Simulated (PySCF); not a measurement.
dimethyl diselenide (C₂H₆Se₂), singlet, at a GFN2-xTB geometry; PySCF with M062X/STO-3G.

PySCF was given this input:
```python
from pyscf import gto, scf, dft

mol = gto.M(
    atom='''
C     1.96855851   -1.17613388    0.15905438
Se    0.97949753    0.50754903    0.43355029
Se   -0.95991794    0.03942388   -0.69425543
C    -2.03741298   -0.74737573    0.75775304
H     2.96496543   -1.03041597    0.56454385
H     2.02239553   -1.38660484   -0.90507308
H     1.46684649   -1.98439873    0.68384831
H    -3.03451247   -0.91244136    0.36148533
H    -2.07384495   -0.05067966    1.59012976
H    -1.59842926   -1.69148076    1.06819576
''',
    basis='sto-3g',
    verbose=4,
)

mf = dft.RKS(mol)
mf.xc = 'm062x'
mf.kernel()
mf.analyze()
```

Output, abridged:

```
PySCF version 2.14.0

[INPUT] verbose = 4
[INPUT] num. atoms = 10
[INPUT] num. electrons = 86
[INPUT] charge = 0
[INPUT] spin (= nelec alpha-beta = 2S) = 0
[INPUT] symmetry False subgroup None
[INPUT] Mole.unit = angstrom
[INPUT] Symbol           X                Y                Z      unit          X                Y                Z       unit  Magmom
[...]
nuclear repulsion = 543.933745403563
number of shells = 28
number of NR pGTOs = 156
number of NR cGTOs = 52
basis = sto-3g
ecp = {}

******** <class 'pyscf.dft.rks.RKS'> ********
method = RKS
initial guess = minao
damping factor = 0
level_shift factor = 0
DIIS = <class 'pyscf.scf.diis.CDIIS'>
diis_start_cycle = 1
diis_space = 8
diis_damp = 0
SCF conv_tol = 1e-09
SCF conv_tol_grad = None
SCF max_cycles = 50
direct_scf = True
direct_scf_tol = 1e-13
XC library pyscf.dft.libxc version 7.1.2
    S. Lehtola, C. Steigemann, M. J. T. Oliveira, and M. A. L. Marques,  SoftwareX 7, 1–5 (2018)
XC functionals = m062x
    Y. Zhao and D. G. Truhlar,  Theor. Chem. Acc. 120, 215 (2008)
    Y. Zhao and D. G. Truhlar,  Theor. Chem. Acc. 120, 215 (2008)
radial grids:
    Treutler-Ahlrichs [JCP 102, 346 (1995); DOI:10.1063/1.469408] (M4) radial grids

becke partition: Becke, JCP 88, 2547 (1988); DOI:10.1063/1.454033
pruning grids: <function nwchem_prune>
grids dens level: 3
symmetrized grids: False
atomic radii adjust function: <function treutler_atomic_radii_adjust>
small_rho_cutoff = 0
Set gradient conv threshold to 3.16228e-05
Initial guess from minao.
tot grids = 127936
init E= -4822.33202396892
[...]
cycle= 1 E= -4828.53129783057  delta_E= -6.2  |g|= 0.501  |ddm|= 3.84
[...]
cycle= 2 E= -4828.64910037505  delta_E= -0.118  |g|= 0.276  |ddm|=  1.6
[...]
cycle= 3 E= -4828.67581800741  delta_E= -0.0267  |g|= 0.0721  |ddm|= 0.562
[...]
cycle= 4 E= -4828.67753814689  delta_E= -0.00172  |g|= 0.00328  |ddm|= 0.102
[...]
cycle= 5 E= -4828.67754418182  delta_E= -6.03e-06  |g|= 0.000315  |ddm|= 0.0085
[...]
cycle= 6 E= -4828.67754426346  delta_E= -8.16e-08  |g|= 3.08e-05  |ddm|= 0.00118
[...]
cycle= 7 E= -4828.67754426509  delta_E= -1.63e-09  |g|= 6.92e-06  |ddm|= 0.000199
[...]
cycle= 8 E= -4828.67754426517  delta_E= -8.91e-11  |g|= 1.87e-06  |ddm|= 5.46e-05
[...]
Extra cycle  E= -4828.67754426518  delta_E= -7.28e-12  |g|= 1.35e-06  |ddm|= 6.14e-06
converged SCF energy = -4828.67754426518
**** SCF Summaries ****
Total Energy =                       -4828.677544265181496
Nuclear Repulsion Energy =             543.933745403562625
One-electron Energy =                -7841.015063573313455
Two-electron Energy =                 2468.403773904568425
Two-electron Coulomb Energy =         2657.253849644020192
DFT Exchange-Correlation Energy =     -188.850075739451711
HOMO-LUMO gap [eV] =                     9.036543763701738
**** MO energy ****
[...]
 ** Mulliken pop on meta-lowdin orthogonal AOs  **
 ** Mulliken pop  **
 ** Mulliken atomic charges  **
charge of    0C =     -0.19258
charge of    1Se =      0.02354
charge of    2Se =      0.02359
charge of    3C =     -0.19261
charge of    4H =      0.05990
charge of    5H =      0.05700
charge of    6H =      0.05213
charge of    7H =      0.05989
charge of    8H =      0.05700
charge of    9H =      0.05214
Dipole moment(X, Y, Z, Debye): -0.05935, -1.66430,  0.79331
```
